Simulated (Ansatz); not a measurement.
CHClFNO2Zr, SMILES `O=C=[N][Zr]([OH])([F])[Cl]`. Charge 0, multiplicity 1. Correlated methods include outer-core shells of Zr, which these sets cover unevenly. Zr takes the def2 core potential.

```xyz
8

O     1.698    1.820   -2.555
C     1.155    1.332   -1.650
N     0.594    0.830   -0.711
Zr   -0.361   -0.112    0.814
O    -0.586   -1.939    0.387
F     0.687    0.034    2.386
Cl   -2.457    0.891    1.163
H    -0.730   -2.855    0.166
```

(1) Give the diagnostics of a CCSD(T)/def2-TZVPP run (frozen core, Ansatz 0.2.0). (Estimate.)

Results:

(1) Ansatz gave: T1 = 0.0175, largest single amplitude 0.030, largest double 0.031, (T) share of the correlation energy 4.3 %, 9 CCSD cycles. The RHF solution is stable towards an unrestricted one. T1 lies under the customary mark of 0.02 for closed shells.
